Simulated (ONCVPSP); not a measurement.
**How hard is this tin ONCV potential?**

Sn (Z = 50), optimised norm-conserving Vanderbilt (ONCV), made with ONCVPSP 4.0.1 (PBE, scalar-relativistic). Core [Kr] 4d10, reference 5s1 5p3. Waves: 5s: rc 2.05 bohr, ncon 3, nbas 7, qcut 2.6 1/bohr, 1 projector; 5p: rc 2.35 bohr, ncon 3, nbas 6, qcut 4 1/bohr, 1 projector; d scattering state at 0.1 Ha: rc 2.00 bohr, ncon 3, nbas 7, qcut 4.8 1/bohr, 3 projectors, debl 2.4 Ha. Local part: polynomial inside 1.95 bohr (lpopt 5, dvloc0 0 Ha). Core correction: none.

Problem. For each optimised wave give the share of its norm inside rc, the residual kinetic energy above qcut (Ha) and the cutoffs (Ha) for errors of 10, 1, 0.1 and 0.01 mHa per electron.

Solution.

```tsv
wave	norm inside rc	residual KE	10 mHa	1 mHa	0.1 mHa	0.01 mHa
5s	0.394	1.0e-02	3.5	25.5	42.8	83.3
5p	0.285	3.0e-05	1.6	5.2	7.1	13.5
d projector 1	0.021	3.6e-03	9.2	28.4	54.9	71.8
d projector 2	0.263	1.6e-01	65.6	78.5	103.8	not reached
d projector 3	0.157	5.8e-01	35.6	94.3	118.9	176.3
```

The occupied waves need 25 Ha and 43 Ha for 1 and 0.1 mHa. The cutoffs count occupied waves only; projector 3 of the d channel, the hardest unoccupied one, needs 94 Ha at the loose tolerance. Note: ghosts flagged at negative energy: d at -27.3 eV; GHOST(+) flagged for s at 1.04 eV. A true bound ghost makes a file unfit for plane-wave use.
